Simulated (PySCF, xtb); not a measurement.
B(Cl)(H)(SMe) (CH₄BClS), SMILES CSBCl. Other conformers were not sampled.

Harmonic wavenumbers (cm⁻¹) from GFN2-xTB (xtb 6.7.1) at its own minimum, in rising order: 89, 138, 177, 276, 663, 705, 726, 810, 941, 965, 1035, 1316, 1444, 1452, 2616, 3041, 3050, 3063.

Q: What does PySCF 2.14.0 with B3LYP-D3(BJ)/def2-SVP give at its own minimum? (The exact figures need the calculation; the answer reports its results.)

A: 39, 154, 182, 298, 699, 756, 778, 889, 958, 985, 1100, 1335, 1453, 1454, 2647, 3059, 3167, 3170. Paired by order, the mean absolute difference is 40 cm⁻¹ and the zero-point energies are 32.2 and 33.1 kcal/mol.
